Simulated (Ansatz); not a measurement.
A single point on C2H8N2OW, SMILES `C[N]=[W]([CH3])([NH2])=[O]`.

```yaml
crystal:
  periodic: [false, false, false]
  atoms:
    - {symbol: C, position_ang: [-2.449980, -0.506732, -0.038472]}
    - {symbol: N, position_ang: [-1.083539, -0.181273, 0.166314]}
    - {symbol: W, position_ang: [0.443291, 0.583311, -0.231056]}
    - {symbol: C, position_ang: [1.747090, -1.048935, -0.634507]}
    - {symbol: N, position_ang: [1.096152, 1.562188, 1.324143]}
    - {symbol: O, position_ang: [0.383467, 1.517096, -1.666814]}
    - {symbol: H, position_ang: [-2.854223, -0.045054, -0.946161]}
    - {symbol: H, position_ang: [-2.569179, -1.592256, -0.123322]}
    - {symbol: H, position_ang: [-3.053134, -0.176941, 0.814358]}
    - {symbol: H, position_ang: [2.746423, -0.678227, -0.882867]}
    - {symbol: H, position_ang: [1.379032, -1.635078, -1.480145]}
    - {symbol: H, position_ang: [1.817046, -1.707471, 0.234831]}
    - {symbol: H, position_ang: [0.706299, 1.496480, 2.251979]}
    - {symbol: H, position_ang: [1.678257, 2.383692, 1.240619]}
basis:
  gaussian: {orbitals: def2-TZVPP}
hamiltonian: {xc: pbe}
correlation: {method: rpa}
```

```sh
$ ansatz run in.yaml --threads 4 --pin off --events-out ev --progress --plain --max-ram 11315MiB
```

Shortened log:

```
Functional definition: PBE
1964 factors; integrals over basis functions are off by at most 1.0e-3 eV
mean field evaluation 1: about -9019.5181 eV, gradient 1.4e2 eV
mean field evaluation 2: about -9019.5035 eV, gradient 1.4e2 eV
mean field evaluation 4: about -9035.7686 eV, gradient 9.5e1 eV
mean field evaluation 8: about -9056.4610 eV, gradient 1.1e1 eV
mean field evaluation 16: about -9056.7192 eV, gradient 7.1e-3 eV
mean field -9056.71917821 eV, -332.8282909343 hartree, gradient 3.6e-6 eV, S^2 0.000000; 2 other end points of the search recorded, 0 dependent functions left out
5 core orbitals not correlated: weight in the atoms' cores, before any rotation towards them, 1.000 or more for the frozen orbitals, at most 0.000 for the correlated occupied ones
reference -8997.29140785 eV, -330.6443606554 hartree; 23, 23 occupied and 295, 295 virtual orbitals, 1964 factors
Total energy: -9059.84668317 eV, -332.9432246220 hartree
```

Hardware: 4 threads of an Arm Neoverse V2 on a shared host. Wall time 14 s, peak host memory 1.1 GiB.
